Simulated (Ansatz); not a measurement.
`O=CC(O)Br` + HCl → `OC(Cl)Br` + `C=O` at 700 K and 1 bar (substitution at a C–C bond).

Gas-phase electronic energies from Ansatz, PBE0-D4/def2-TZVP geometries. CCSD(T)/CBS adds triple-zeta CCSD(T) − MP2 to the extrapolated MP2 energy (def2 sets, frozen cores). This one scheme is used for every species. For Br outer-core shells are correlated without core-valence functions, which leaves a few kJ/mol of doubt a bond. Scalar relativity is left out up to krypton. One conformer a species, not always the lowest.

```
    species  CCSD(T)/CBS energy (Eh)  H − E (kJ/mol)  S (J/(mol·K))
`O=CC(O)Br`              -2801.55341           197.5          410.3
        HCl               -460.38127            38.4          211.8
 `OC(Cl)Br`              -3147.51471           138.0          382.5
      `C=O`               -114.39408            97.4          254.3
```

H − E and S are ideal-gas, rigid-rotor, harmonic terms from PBE0-D4/def2-TZVP, for one conformer and one mirror image of each species. 1 Eh = 2625.50 kJ/mol, R = 8.31446 J/(mol·K).

**Question.** By hand: ΔE, ΔH, ΔS and ΔG.

**Answer.** ΔE = (-3147.51471) + (-114.39408) − (-2801.55341) − (-460.38127) = 0.02589 Eh = 68.0 kJ/mol. Δ(H − E) = 138.0 + 97.4 − 197.5 − 38.4 = -0.5, so ΔH = 67.5 kJ/mol. ΔS = 382.5 + 254.3 − 410.3 − 211.8 = 14.7 J/(mol·K). ΔG = 67.5 − 700 × (14.7)/1000 = 57.2 kJ/mol.

**Question.** By hand: the equilibrium constant, and the temperature at which ΔG would vanish if ΔH and ΔS stayed fixed.

**Answer.** log₁₀ K = −ΔG/(RT ln 10) = -4.3. ΔG = 0 at ΔH/ΔS = 4592 K, far beyond where these terms or the molecules hold.

The number of gas molecules stays the same, so ΔS is small and ΔH decides. A doubt of 5 kJ/mol in ΔE shifts log₁₀ K by 0.4 here. Other conformers and mirror images would add mixing entropy, several J/(mol·K) or more a flexible species. These are equilibria of isolated gas molecules and say nothing of rates. Largest T1 diagnostic: 0.015 (customary marks: 0.02 for closed shells, 0.045 for open ones).
